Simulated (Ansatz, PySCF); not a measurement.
Gas-phase reaction (SMILES): BOB + [H][H] (H2) → B (BH3) + BO (H3BO); hydrogen cleaves one B-O bond, a model of a ligand-exchange step.

Structures are relaxed separately at B3LYP-D3(BJ)/def2-TZVP in Ansatz (an electronic-structure program), one conformer each, not searched for the lowest. Valence correlation only, unless marked. Spin-orbit coupling is left out. No relativistic terms. Basis-set limits of correlation are two-point, X^-3; Hartree-Fock from the larger set. The bracket is a focal-point correction in the basis named. Thermal terms are rigid-rotor harmonic-oscillator values from B3LYP-D3(BJ) frequencies (Ansatz or PySCF) at 298.15 K and 1 atm. 1 Eh = 627.5095 kcal/mol.

```json
[
 {"species": "BOB", "E, RI-MP2/CBS(aug-cc-pVTZ,aug-cc-pVQZ)+[CCSD(T)-MP2]/aug-cc-pVTZ (Ansatz) (Eh)": "-127.21652", "E, B3LYP-D3(BJ)/def2-TZVPD (Ansatz + dftd3) (Eh)": "-127.44908", "H - E (Eh)": "0.05204", "G - E (Eh)": "0.02231"},
 {"species": "[H][H] (H2)", "E, RI-MP2/CBS(aug-cc-pVTZ,aug-cc-pVQZ)+[CCSD(T)-MP2]/aug-cc-pVTZ (Ansatz) (Eh)": "-1.17524", "E, B3LYP-D3(BJ)/def2-TZVPD (Ansatz + dftd3) (Eh)": "-1.17983", "H - E (Eh)": "0.01336", "G - E (Eh)": "-0.00144"},
 {"species": "B (BH3)", "E, RI-MP2/CBS(aug-cc-pVTZ,aug-cc-pVQZ)+[CCSD(T)-MP2]/aug-cc-pVTZ (Ansatz) (Eh)": "-26.55177", "E, B3LYP-D3(BJ)/def2-TZVPD (Ansatz + dftd3) (Eh)": "-26.62529", "H - E (Eh)": "0.03008", "G - E (Eh)": "0.00872"},
 {"species": "BO (H3BO)", "E, RI-MP2/CBS(aug-cc-pVTZ,aug-cc-pVQZ)+[CCSD(T)-MP2]/aug-cc-pVTZ (Ansatz) (Eh)": "-101.80301", "E, B3LYP-D3(BJ)/def2-TZVPD (Ansatz + dftd3) (Eh)": "-101.96285", "H - E (Eh)": "0.03929", "G - E (Eh)": "0.01314"}
]
```

Work out ΔE and ΔH, ΔG, ΔS and the equilibrium constant at 298.15 K at the first level, then ΔH at the second.


1. ΔE = [(-26.55177) + (-101.80301)] - [(-127.21652) + (-1.17524)] = 0.03698 Eh = 23.2 kcal/mol at RI-MP2/CBS(aug-cc-pVTZ,aug-cc-pVQZ)+[CCSD(T)-MP2]/aug-cc-pVTZ.
2. The terms H - E add up to 0.00397 Eh, so ΔH = (0.03698 + (0.00397))×627.5095 = 25.7 kcal/mol.
3. The terms G - E add up to 0.00099 Eh, so ΔG = 23.8 kcal/mol, and ΔS = (0.00397 - (0.00099))×627509.5/298.15 = 6.3 cal/(mol K).
4. log10 K = -ΔG/(RT ln 10) = -17.4, with RT ln 10 = 1.3642 kcal/mol.
5. At B3LYP-D3(BJ)/def2-TZVPD the same steps give ΔE = 25.6 and ΔH = 28.1 kcal/mol, a shift of +2.4 from the first level.
6. These values are not checked against measurement here, since the tables used lack a sound gas-phase enthalpy of formation for at least one species.
